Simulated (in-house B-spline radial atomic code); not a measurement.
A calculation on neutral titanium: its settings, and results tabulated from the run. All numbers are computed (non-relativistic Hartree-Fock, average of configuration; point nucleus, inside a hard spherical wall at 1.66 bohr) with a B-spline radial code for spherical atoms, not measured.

Command:
```bash
python run_scf.py task.json out
```
Settings:
```
Z                22
configuration    [Ar] 3d2 4s1 4f1
hamiltonian      nr
method           hf
spin_polarised   False
wall_radius      1.66
```

Output (hartree, bohr):
```
 radial grid: 36 intervals, B-splines of order 8, outer radius 1.66 bohr

 iter        energy (Eh)    residual
    1       -825.9091592    3.26e-01
    2       -826.1254649    1.69e-02
    3       -826.1263542    7.69e-03
    4       -826.1265339    3.52e-03
    5       -826.1265807    3.92e-04
    6       -826.1265812    1.35e-05
    7       -826.1265812    2.32e-06
    8       -826.1265812    3.23e-08

 total energy                     -826.126581
 kinetic                            904.45284
 electron-nucleus                 -2101.27309
 electron-electron                  370.69367

 orbital      occ     eigenvalue          <r>       <r^2>       <1/r>       r_max
 1s         2.000     -179.39728    0.0701387  0.00660286     21.5289     0.04616
 2s         2.000      -18.02581     0.327712    0.127097     4.49459       0.271
 2p         6.000      -14.31246     0.293003    0.105978      4.4002      0.2218
 3s         2.000       -0.28193     0.894872    0.882942     1.51894      0.8763
 3p         6.000        0.95265     0.897605    0.892551     1.46072      0.8913
 3d         2.000        2.50778     0.877091    0.847829     1.30028      0.8614
 4s         1.000        8.28415     0.971279      1.1069     1.67724       1.294
 4f         1.000        6.83626      1.07551     1.21089    0.984282       1.119
```

Time taken, with all properties: 0.06 s on 1 thread of Arm Neoverse V2, with other jobs on the host.
